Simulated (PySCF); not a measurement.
Computed IR spectrum (relative IR intensity) of a molecule C3H4F2Si. Geometry: PBE-D3(BJ)/def2-SVP. The values are those of a single conformer. Calculation: PBE-D3(BJ)/def2-SVP run with PySCF. Frequencies are harmonic and unscaled.

Lines under 2 % of the strongest are left out, and lines within 2 cm⁻¹ are merged.

ν (cm⁻¹): 412 (w), 457 (w), 525 (w), 592 (w), 620 (w), 657 (w), 668 (w), 695 (w), 861 (vs), 899 (w), 903 (w), 1021 (s), 1026 (m), 1111 (s), 2161 (w), 2182 (m), 2203 (s), 3403 (m) (against the strongest line: vs over 80 %, s over 45 %, m over 15 %, w over 4 %, vw less)

Which molecule gave these data?
(A) C#C[C@H](F)[SiH2]F
(B) F[Si]1(F)C=CC1
(C) FC=C=C(F)[SiH3]
(D) C#CC(F)(F)[SiH3]

D, C#CC(F)(F)[SiH3]
